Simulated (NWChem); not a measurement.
Molecule: C4H2F2O; SMILES Fc1coc(F)c1

Question: Give the equilibrium geometry at PBE0/def2-SVP (NWChem) as a list of bonds and angles, with the point group.

Answer: point group Cs; any orientation.
Bonded distances (Å): F1–C2 1.318, C2–C3 1.360, C2–C7 1.430, C3–O4 1.367, C3–H8 1.084, O4–C5 1.325, C5–F6 1.303, C5–C7 1.359, C7–H9 1.086. Angles (°): F1–C2–C3 126.4, F1–C2–C7 125.0, C3–C2–C7 108.6, C2–C3–O4 108.0, C2–C3–H8 134.4, O4–C3–H8 117.6, C3–O4–C5 107.3, O4–C5–F6 115.4, O4–C5–C7 113.2, F6–C5–C7 131.5, C2–C7–C5 102.9, C2–C7–H9 128.8, C5–C7–H9 128.3.
